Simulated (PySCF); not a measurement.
H7BOSi2, SMILES [SiH2]([SiH2]O)B (GFN2-xTB optimised geometry):

```
11

B      1.746    -1.474     0.664
Si     1.093     0.220     0.000
Si    -1.235     0.220     0.000
O     -1.827     1.737     0.000
H      1.878    -2.398    -0.044
H      1.963    -1.652     1.801
H      1.539     1.422     0.739
H      1.516     0.569    -1.377
H     -1.878    -0.294     1.206
H     -1.787    -0.497    -1.160
H     -1.542     2.398    -0.624
```

Calculation: B3LYP/def2-TZVP in PySCF.

Task: What are the frontier orbital energies and the dipole moment?

Result: HOMO-2 -8.87 eV, HOMO-1 -8.74 eV, HOMO -7.60 eV, LUMO -2.78 eV, LUMO+1 -0.53 eV; dipole moment 1.18 D.

On the same geometry PBE/def2-TZVP (PySCF) gives HOMO-2 -7.78 eV, HOMO-1 -7.55 eV, HOMO -6.65 eV, LUMO -3.50 eV, LUMO+1 -1.19 eV; dipole moment 1.11 D.

Meta-Löwdin charges at B3LYP/def2-TZVP: B1 -0.19, Si2 0.22, Si3 0.71, O4 -0.75, H5 0.03, H6 0.03, H7 -0.08, H8 -0.08, H9 -0.11, H10 -0.13, H11 0.35.
